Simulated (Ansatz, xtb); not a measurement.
Relative energy of two structures of CH4FMgN

Structure I is a singlet given by its coordinates and structure II is `C[NH][Mg][F]`, a singlet. Both are isolated molecules in the gas phase, relaxed with PBE0-D3(BJ)/def2-SVP.

I (Å):

```xyz
8

C     1.3408   -2.3015   -2.0370
F     2.0074   -2.1802    0.7517
Mg    0.3383   -1.5147    0.6299
N     0.2906   -1.7995   -1.5245
H     2.1652   -2.5412   -1.3473
H     1.4438   -2.4960   -3.1160
H    -0.4505   -1.5914   -2.1973
H    -1.0221   -0.8461    1.4242
```

Close contacts (Å): C1–N4 1.27, F2–Mg3 1.80, Mg3–N4 2.17, C1–H5 1.10, C1–H6 1.10, Mg3–H8 1.71, N4–H7 1.02.

II (Å):

```yaml
atoms:
  - { symbol: C, position_ang: [-1.8315, -0.0519, 0.6395] }
  - { symbol: F, position_ang: [0.0142, 3.8884, 2.4446] }
  - { symbol: Mg, position_ang: [-0.5474, 2.2480, 2.1244] }
  - { symbol: N, position_ang: [-1.1462, 0.4898, 1.7891] }
  - { symbol: H, position_ang: [-1.2677, -0.8577, 0.1273] }
  - { symbol: H, position_ang: [-2.8314, -0.4685, 0.8763] }
  - { symbol: H, position_ang: [-2.0028, 0.7278, -0.1232] }
  - { symbol: H, position_ang: [-0.9970, -0.2410, 2.4800] }
```

Energies in hartree; the thermal terms are from PBE0-D3(BJ)/def2-SVP harmonic frequencies (ideal gas, rigid rotor, one conformer each, 298.15 K, 1 atm) and include the zero-point energy:

|  | I | II |
| --- | --- | --- |
| E, CCSD(T)/def2-TZVP | −394.707485 | −394.728204 |
| zero-point energy | 0.050577 | 0.055305 |
| H(298 K) − E | 0.057589 | 0.062244 |
| G(298 K) − E | 0.021660 | 0.026011 |

Question: Work out ΔE, ΔE₀, ΔH and ΔG for I → II in kcal/mol (1 Eh = 627.51 kcal/mol) and the equilibrium ratio [II]/[I].

Answer: 1. ΔE = −394.728204 − (−394.707485) = −0.020719 Eh = −13.00 kcal/mol.
2. ΔE₀ = ΔE + ΔZPE = −0.020719 + (+0.004728) Eh = −10.03 kcal/mol.
3. ΔH = ΔE + (+0.004655) Eh = −10.08 kcal/mol.
4. ΔG = ΔE + (+0.004351) Eh = −10.27 kcal/mol, so ΔS = (ΔH − ΔG)/T = +2.7 J/(mol K).
5. kT = 0.9442 mEh, so K = [II]/[I] = exp(−ΔG/kT) = exp(+17.34) ≈ 3.4 × 10^7.

Structure II is favoured at this temperature. An error of 1 kcal/mol in ΔG would change K by a factor of 5.4. Mirror images and further conformers aren't counted.

Other levels gave ΔE = −14.4 (PBE0-D3(BJ)/def2-SVP); −7.5 (HF/def2-TZVP); −16.8 (MP2/def2-TZVP) kcal/mol. The correlated steps freeze 4 core orbitals; the last core shell of Mg is correlated, in a basis made for valence electrons. Programs: Ansatz 0.2.0.
